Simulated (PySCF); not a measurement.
C4H2BrCl, SMILES C#C/C(Br)=C\Cl.

Coordinates come from a ωB97X-D3(BJ)/def2-SVP optimisation. The structure was generated by enumeration; whether it is a known compound was not checked.

Level of theory: TDA-PBE/def2-SVPD (PySCF).

Vertical excitations. Gas-phase values at a fixed geometry. State labels are in the subgroup Cs.

Question: Give excitation energies, oscillator strengths and character. (Estimate from the structure and the level; the computed values follow.)

Answer: 
```json
[
 {"state": "S1", "symmetry": "A\"", "energy (eV)": "4.24", "λ (nm)": "293", "f": "0.000", "main pairs": "HOMO→LUMO+1 99 %"},
 {"state": "S2", "symmetry": "A\"", "energy (eV)": "4.66", "λ (nm)": "266", "f": "0.000", "main pairs": "HOMO−1→LUMO 100 %"},
 {"state": "S3", "symmetry": "A'", "energy (eV)": "4.83", "λ (nm)": "257", "f": "0.193", "main pairs": "HOMO→LUMO 69 %, HOMO−2→LUMO 21 %"},
 {"state": "S4", "symmetry": "A'", "energy (eV)": "5.19", "λ (nm)": "239", "f": "0.021", "main pairs": "HOMO−1→LUMO+1 49 %, HOMO−2→LUMO 41 %"},
 {"state": "S5", "symmetry": "A\"", "energy (eV)": "5.25", "λ (nm)": "236", "f": "0.000", "main pairs": "HOMO−3→LUMO 99 %"},
 {"state": "S6", "symmetry": "A\"", "energy (eV)": "5.54", "λ (nm)": "224", "f": "0.000", "main pairs": "HOMO−4→LUMO 99 %"},
 {"state": "S7", "symmetry": "A\"", "energy (eV)": "5.61", "λ (nm)": "221", "f": "0.000", "main pairs": "HOMO−2→LUMO+1 90 %"},
 {"state": "S8", "symmetry": "A'", "energy (eV)": "5.75", "λ (nm)": "216", "f": "0.117", "main pairs": "HOMO−1→LUMO+1 38 %, HOMO−3→LUMO+1 33 %, HOMO−2→LUMO 16 %, HOMO→LUMO 7 %"},
 {"state": "S9", "symmetry": "A\"", "energy (eV)": "5.75", "λ (nm)": "216", "f": "0.000", "main pairs": "HOMO→LUMO+2 91 %"},
 {"state": "S10", "symmetry": "A'", "energy (eV)": "6.03", "λ (nm)": "206", "f": "0.068", "main pairs": "HOMO−4→LUMO+1 61 %, HOMO−3→LUMO+1 24 %"},
 {"state": "T1", "symmetry": "A'", "energy (eV)": "3.03", "λ (nm)": "410", "f": "0", "main pairs": "HOMO→LUMO 98 %"},
 {"state": "T2", "symmetry": "A\"", "energy (eV)": "3.91", "λ (nm)": "317", "f": "0", "main pairs": "HOMO→LUMO+1 99 %"},
 {"state": "T3", "symmetry": "A\"", "energy (eV)": "4.47", "λ (nm)": "277", "f": "0", "main pairs": "HOMO−1→LUMO 94 %"},
 {"state": "T4", "symmetry": "A'", "energy (eV)": "4.60", "λ (nm)": "269", "f": "0", "main pairs": "HOMO−2→LUMO 67 %, HOMO−1→LUMO+1 24 %"}
]
```
Triplets are in the Tamm–Dancoff approximation.
